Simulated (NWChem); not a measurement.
Species: CHF₂, doublet; SMILES F[CH]F

```xyz
4

F     -0.2430    -0.0077    -1.1045
C      0.4938     0.1095     0.0000
F     -0.2430    -0.0077     1.1045
H      1.4108    -0.5190     0.0000
```
Atoms are numbered in this order, from 1.

In the optimisation the excess spin sits in a' (Cs, its own frame). All runs use the structure optimised with PBE-D3(BJ)/def2-SVP, spin-unrestricted. No stability test was run on the SCF state.

Symmetry labels are those of Cs in the frame above (b1 and b2, or b-type labels, depend on it).

Problem. List the 6 lowest vertical excitations from LRC-wPBEh/def2-SVPD, spin-unrestricted, TDA (NWChem).

Solution. 
```tsv
state	energy (eV)	oscillator strength	symmetry of the excitation	<S²>
state 1	6.53	0.021	a'	0.78
state 2	7.34	0.008	a"	0.78
state 3	7.38	0.001	a'	0.79
state 4	7.64	0.010	a'	0.78
state 5	8.24	0.000	a"	0.78
state 6	8.66	0.043	a'	0.78
```
